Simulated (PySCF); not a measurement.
**Heteronuclear NMR**

Geometry:
| atom | x (Å) | y (Å) | z (Å) |
| --- | --- | --- | --- |
| C1 | 1.818 | 1.121 | -0.602 |
| C2 | 0.906 | 0.251 | 0.247 |
| C3 | 0.694 | -1.186 | -0.259 |
| C4 | 0.062 | -1.960 | 0.897 |
| Si5 | -1.285 | -0.701 | 1.412 |
| C6 | -0.620 | 0.403 | 0.004 |
| C7 | -1.213 | 1.752 | -0.322 |
| C8 | -0.464 | -0.655 | -1.108 |
| H9 | 1.752 | 2.160 | -0.283 |
| H10 | 1.564 | 1.070 | -1.657 |
| H11 | 2.851 | 0.795 | -0.487 |
| H12 | 1.236 | 0.327 | 1.289 |
| H13 | 1.522 | -1.703 | -0.748 |
| H14 | 0.798 | -2.169 | 1.674 |
| H15 | -0.331 | -2.918 | 0.558 |
| H16 | -1.099 | -0.126 | 2.745 |
| H17 | -2.657 | -1.159 | 1.193 |
| H18 | -0.703 | 2.219 | -1.163 |
| H19 | -1.138 | 2.417 | 0.538 |
| H20 | -2.266 | 1.646 | -0.579 |
| H21 | -1.295 | -1.338 | -1.292 |
| H22 | -0.145 | -0.226 | -2.057 |

Relativity neglected, rapidly exchanging positions averaged, gas phase, single conformer. Geometry: GFN2-xTB; GIAO PBE0/pcSseg-1 shieldings; PySCF.

Question: Where does $^{29}$Si resonate?

Answer: 
```json
{"atoms": "Si5", "environment": "silicon bonded to 2 C, 2 H, in a 5-membered ring", "σ (ppm)": "387.8", "δ (ppm)": "-38.8"}
```

Shieldings were converted by a linear fit to measured shifts: $^{29}$Si: δ = 279.94 − 0.822σ (rms 8.9 ppm, 72 shifts, 25.8 ppm with the 6 outliers that the fit left out vs TMS, solution or neat liquid). Occasional misses reach two or three times the rms, and more in compound classes unlike the fitted ones.

On a 500 MHz spectrometer $^{29}$Si resonates near 99.3 MHz, so 1 ppm is 99.3 Hz.
